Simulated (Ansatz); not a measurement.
`CNB(C)[SiH3]` + H₂ → `CNB[SiH3]` + CH₄ at 500 K and 1 bar (hydrogenolysis of a B–C bond).

Computed with Ansatz on PBE0-D4/def2-TZVP structures; ΔE is electronic, products minus reactants. CCSD(T)/CBS is the MP2 limit (def2-TZVPP, def2-QZVPP) plus CCSD(T) − MP2 in def2-TZVPP, frozen cores. This one scheme is used for every species. Each species was taken in one conformer, which may not be the lowest.

```csv
species,CCSD(T)/CBS energy (Eh),H − E (kJ/mol),S (J/(mol·K))
`CNB(C)[SiH3]`,-450.73419,374.9,455.8
H₂,-1.17544,41.0,145.5
`CNB[SiH3]`,-411.45901,289.9,393.8
CH₄,-40.46206,135.6,206.8
```

H − E and S are ideal-gas, rigid-rotor, harmonic terms from PBE0-D4/def2-TZVP, for one conformer and one mirror image of each species. The MP2-based limit puts H₂ 0.8 mEh under its directly extrapolated value; such offsets cancel only in part. 1 Eh = 2625.50 kJ/mol, R = 8.31446 J/(mol·K).

Q: By hand: ΔE, ΔH, ΔS and ΔG.

A: ΔE = (-411.45901) + (-40.46206) − (-450.73419) − (-1.17544) = -0.01144 Eh = -30.0 kJ/mol. Δ(H − E) = 289.9 + 135.6 − 374.9 − 41.0 = 9.6, so ΔH = -20.4 kJ/mol. ΔS = 393.8 + 206.8 − 455.8 − 145.5 = -0.7 J/(mol·K). ΔG = -20.4 − 500 × (-0.7)/1000 = -20.0 kJ/mol.

Q: By hand: the equilibrium constant, and the temperature at which ΔG would vanish if ΔH and ΔS stayed fixed.

A: log₁₀ K = −ΔG/(RT ln 10) = 2.1. ΔG = 0 at ΔH/ΔS = 29143 K, far beyond where these terms or the molecules hold.

The number of gas molecules stays the same, so ΔS is small and ΔH decides. A doubt of 5 kJ/mol in ΔE shifts log₁₀ K by 0.5 here. Other conformers and mirror images would add mixing entropy, several J/(mol·K) or more a flexible species. Modes under 60 cm⁻¹, often nearly free rotors, make the harmonic entropy too high. These are equilibria of isolated gas molecules and say nothing of rates. Largest T1 diagnostic: 0.014 (customary marks: 0.02 for closed shells, 0.045 for open ones).
